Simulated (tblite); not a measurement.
propane (C3H8), singlet, at a GFN2-xTB geometry; GFN1-xTB with ALPB(water) run with tblite.

tblite was given this input:
```
$ tblite run mol.xyz --method gfn1 --charge 0 --spin 0 --alpb water --json tblite.json --no-restart

# file mol.xyz
11

C      0.00019816    -0.00959544     0.59262286
C      0.00203840     1.26473711    -0.24264066
C     -0.00221431    -1.25621880    -0.28345724
H     -0.88125307    -0.01855469     1.23781232
H      0.88208063    -0.02151901     1.23717471
H      0.00374846     2.14435597     0.39712642
H     -0.00350616    -2.15608872     0.32749829
H      0.88367895     1.30120929    -0.87915334
H     -0.87993462     1.30417409    -0.87851563
H     -0.88428061    -1.27207466    -0.92022745
H      0.87933296    -1.27503946    -0.92086516
```

Question: Write the output that tblite gives for this input, abridged.

Answer: 
```
xTB calculator
 | screened Coulomb repulsion
 | Coulomb electrostatics
 |  * isotropic Klopman-Ohno-Mataga-Nishimoto electrostatics
 |  * onsite third-order electrostatics
 | DFT-D3(BJ) dispersion correction
 | Interactions (3)
 | [1] alpb/gbsa reaction field model
 | [2] cds contribution to solvation
 | [3] empirical free energy shift and standard state/solvent correction

halogen bonding energy    0.0000000000000E+00 Eh
repulsion energy          1.5957160809866E-01 Eh
dispersion energy        -2.5542055027487E-03 Eh
interaction energy        2.3825288414169E-03 Eh
number of electrons       2.0000000000000E+01 e
integral cutoff           1.9731147476801E+01 bohr

------------------------------------------------------------
  cycle        total energy    energy error   density error
------------------------------------------------------------
      1     -10.66589688342  -1.0825297E+01   5.3760732E-01
      2     -10.66597565149  -7.8768073E-05   3.2151652E-01
      3     -10.66597683847  -1.1869771E-06   1.9294702E-03
      4     -10.66597814381  -1.3053418E-06   3.0474987E-04
      5     -10.66597821067  -6.6859212E-08   1.8629170E-05
------------------------------------------------------------

electronic energy        -1.0825378142106E+01 Eh
total energy             -1.0665978210669E+01 Eh

Post processing:
 | Mayer-Wiberg bond orders

[Info] JSON dump of results written to 'tblite.json'
```
